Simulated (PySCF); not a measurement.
Al(Me)(OH)2 cation (CH5AlO2), SMILES [CH3][Al]([OH])[OH] (connectivity only; charge and spin as stated), charge +1, multiplicity 2.

Coordinates come from a B3LYP-D3(BJ)/def2-SVP optimisation. The spin state was assumed, not searched. The isomer is the one that the SMILES or the coordinates give; other isomers of the formula were not compared. Other conformers were not sampled.

Level of theory: B3LYP-D3(BJ)/def2-SVP (PySCF).

Frequencies are harmonic and unscaled.

```tsv
mode	ν (cm⁻¹)	IR (km/mol)	moving atoms (share of kinetic energy)
1	38	1.0	H 96 %
2	129	0.8	O 37 %, C 33 %, H 19 %, Al 11 %
3	180	122.2	Al 44 %, O 34 %, H 22 %
4	188	83.9	O 54 %, Al 26 %, H 11 %
5	240	20.4	H 79 %, Al 11 %, O 10 %
6	258	152.1	H 90 %, O 9 %
7	295	107.4	H 90 %
8	303	41.2	H 47 %, C 34 %, Al 11 %
9	363	69.6	H 59 %, O 18 %, Al 12 %, C 11 %
10	372	111.0	H 87 %
11	463	6.0	H 77 %, C 16 %
12	803	1.4	O 79 %, H 14 %
13	992	16.2	H 78 %, C 17 %
14	1134	124.1	Al 51 %, O 40 %, H 8 %
15	1326	16.6	H 90 %, C 10 %
16	1384	12.7	H 92 %
17	3011	44.5	H 99 %
18	3176	33.9	H 89 %, C 11 %
19	3256	24.1	H 90 %, C 10 %
20	3923	429.6	H 94 %
21	3948	441.5	H 93 %
```
